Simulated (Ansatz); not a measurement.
Cost and result for the atomization energy of CH3BBrF, SMILES `CB(F)Br` (7 atoms, 6 bonds).

The species carries charge 0 and has multiplicity 1. Correlated methods include outer-core shells of Br, which these sets cover unevenly. Scalar relativity is left out up to krypton. All single points use the PBE0-D4/def2-TZVP geometry. Program: Ansatz. All runs use 2 threads of a server CPU on a shared host. Times are those of one run each, without the atoms' runs, and a repeat can differ threefold. Electronic energies, without spin–orbit coupling; frozen cores. CCSD(T)/CBS adds CCSD(T) − MP2 in def2-TZVPP to the MP2 limit, and its time is that of the two runs behind it. T1 = 0.010. With those shells the extrapolation isn't a true limit. B3LYP takes the VWN-RPA correlation (the form of Gaussian; ORCA's B3LYP/G). HSE06 is the plane-wave form, built on full-range PBE exchange.

CCSD(T)/CBS is a level of theory with its own doubt, some kJ/mol a heavy atom from the limit and from the frozen cores, so smaller differences don't rank the functionals.

```csv
level,functions,wall time,atomization (kcal/mol),difference from CCSD(T)/CBS,per bond
LDA (SPW92)/def2-TZVPP,183,1.4 s,746.7,93.8,15.6
PBE0-D4/def2-TZVPP,183,3.5 s,657.4,4.5,0.8
BHLYP-D4/def2-TZVPP,183,3.5 s,635.3,-17.6,-2.9
HSE06-D4/def2-TZVPP,183,3.6 s,657.9,5.0,0.8
B3LYP-D4/def2-TZVPP (with forces),183,4.3 s,651.9,-1.0,-0.2
r2SCAN-D4/def2-TZVPP (with forces),183,5.5 s,659.8,6.9,1.2
CCSD(T)/def2-SVP,89,5.5 s,626.6,-26.3,-4.4
r2SCANh-D4/def2-TZVPP,183,6 s,655.7,2.8,0.5
B2PLYP/def2-TZVPP,183,6 s,648.2,-4.7,-0.8
ωB97M-V/def2-TZVPP (with forces),183,13 s,654.7,1.8,0.3
MP2/def2-QZVPP,350,19 s,664.2,11.3,1.9
CCSD(T)/def2-TZVPP,183,100 s,638.0,-14.9,-2.5
CCSD(T)/CBS(def2),–,120 s,652.9,0.0,0.0
```

The D4 term adds +4.6 kcal/mol with B3LYP and +2.4 kcal/mol with PBE0; it sums over pairs of atoms, weighted by their polarisabilities, and B3LYP, whose exchange is more repulsive, gets the larger term. From PBE to PBE0 (25 % exact exchange), in def2-TZVPP and without D4, the atomization energy moves by −10.3 kcal/mol: exact exchange takes away binding that semilocal exchange gives to molecules. Leaving LDA and LC-ωPBE aside and taking each functional with its dispersion term where it has one, the values, not all of them listed here, spread over 32.9 kcal/mol, from BHLYP-D4 to PBE-D4. LDA lies +81.3 kcal/mol from PBE without D4, its usual overbinding.
